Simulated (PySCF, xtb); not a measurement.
ClH5Si2, SMILES [SiH3][SiH2]Cl.

GFN2-xTB (xtb 6.7.1) at its own geometry gives an orbital gap of 4.43 eV and a dipole moment of 1.63 D.

The structure is a stationary point at B3LYP-D3(BJ)/def2-SVP.

### Question
What does CAM-B3LYP/def2-TZVPD run with PySCF give? (The exact figures need the calculation; the answer reports its results.)

### Answer
gap 9.74 eV (levels -9.52 and 0.21 eV), dipole 1.55 D.
